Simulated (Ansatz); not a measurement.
C10H7FSSe, SMILES Fc1csc(/C=C/c2ccc[se]2)c1. Heavy atoms are numbered as in [F:1][c:2]1[cH:3][s:4][c:5](/[CH:6]=[CH:7]/[c:8]2[cH:9][cH:10][cH:11][se:12]2)[cH:13]1.

The numbers are results of PBE-D3(BJ)/def2-SVP (Ansatz, a first-principles code), not measurements.

Bond lengths of the relaxed neutral molecule (Å): F1–C2 1.340, C2–C3 1.386, C2–C13 1.419, C3–S4 1.727, S4–C5 1.756, C5–C6 1.443, C5–C13 1.396, C6–C7 1.369, C7–C8 1.444, C8–C9 1.395, C8–Se12 1.896, C9–C10 1.423, C10–C11 1.383, C11–Se12 1.865.

Problem. How do the bond lengths change in the relaxed cation? (The exact figures need the calculation; the answer reports its results.)

Solution. 
```csv
bond,neutral (Å),cation (Å)
F1–C2,1.340,1.319
C2–C3,1.386,1.410
C2–C13,1.419,1.402
C3–S4,1.727,1.706
S4–C5,1.756,1.772
C5–C6,1.443,1.414
C5–C13,1.396,1.413
C6–C7,1.369,1.399
C7–C8,1.444,1.413
C8–C9,1.395,1.419
C8–Se12,1.896,1.908
C9–C10,1.423,1.401
C10–C11,1.383,1.402
C11–Se12,1.865,1.847
```
